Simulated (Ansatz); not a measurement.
ClFGeHS (`[F][Ge]([SH])[Cl]`) radical. Charge 0, multiplicity 2. Geometry: relaxed with PBE0-D4/def2-TZVP. It is one conformer, not always the lowest.

```xyz
5

F     1.296    0.646    1.533
Ge   -0.157    0.105    0.751
S     0.588   -1.271   -0.833
Cl   -1.093    1.875   -0.061
H    -0.633   -1.356   -1.390
```

What is the dipole moment at B3LYP/def2-TZVPP? (Best estimate.)

Computed: 2.38 D, with components (-1.54, -1.70, -0.63) D in this frame, pointing from negative to positive charge.

And with PBE, r2SCAN, ωB97M-V? (Estimate.)

Ansatz gave: PBE 2.21 D, r2SCAN 2.30 D, ωB97M-V 2.38 D.

Give the Mulliken charges with B3LYP, r2SCAN, ωB97M-V in def2-TZVPP. (Estimate.)

Ansatz gave: 
```tsv
atom	B3LYP	r2SCAN	ωB97M-V
F1	-0.35	-0.35	-0.35
Ge2	0.71	0.73	0.68
S3	-0.22	-0.23	-0.22
Cl4	-0.27	-0.27	-0.25
H5	0.12	0.12	0.13
```

B3LYP here is the variant with VWN-RPA as its local correlation; programs differ in this.
